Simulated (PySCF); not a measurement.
C₄H₈BN, SMILES NB1CC=CC1.

The structure is a stationary point at B3LYP-D3(BJ)/def2-SVP. This is a generated structure with no PubChem entry under its InChIKey; it may be hypothetical. One conformer was computed; it need not be the lowest.

Two levels are set side by side: TDDFT-PBE/def2-SVPD (PySCF) and TDDFT-LC-ωPBE/def2-SVPD (PySCF). Vertical, same geometry. The lowest singlet is HOMO→LUMO 100 % with PBE and HOMO→LUMO 61 %, HOMO→LUMO+1 30 % with the other functional; states are paired by order. Differences are taken from unrounded values.

```
quantity                               TDDFT-LC-ωPBE
-------------------------------------  -------------
lowest singlet excitation (eV)                  7.13
lowest triplet excitation (TDA) (eV)            4.09
first bright state (f over 0.05) (eV)           7.26
its oscillator strength                         0.30
```

**Question.** What does TDDFT-PBE give, and how far is it from TDDFT-LC-ωPBE? (An estimate is asked for; the answer gives what the named calculation found.)

**Answer.** 
```json
[
 {"quantity": "lowest singlet excitation (eV)", "TDDFT-PBE": "5.21", "TDDFT-PBE minus TDDFT-LC-ωPBE": "-1.91"},
 {"quantity": "lowest triplet excitation (TDA) (eV)", "TDDFT-PBE": "4.31", "TDDFT-PBE minus TDDFT-LC-ωPBE": "0.22"},
 {"quantity": "first bright state (f over 0.05) (eV)", "TDDFT-PBE": "6.44", "TDDFT-PBE minus TDDFT-LC-ωPBE": "-0.82"},
 {"quantity": "its oscillator strength", "TDDFT-PBE": "0.09", "TDDFT-PBE minus TDDFT-LC-ωPBE": "-0.21"}
]
```

A lower first singlet is the usual sign of a functional without exact exchange. Differences between two approximate levels are no errors against the true value.

Rough cost on one machine, each run with all the roots and properties that it gave: TDDFT-LC-ωPBE against TDDFT-PBE about 10 times.
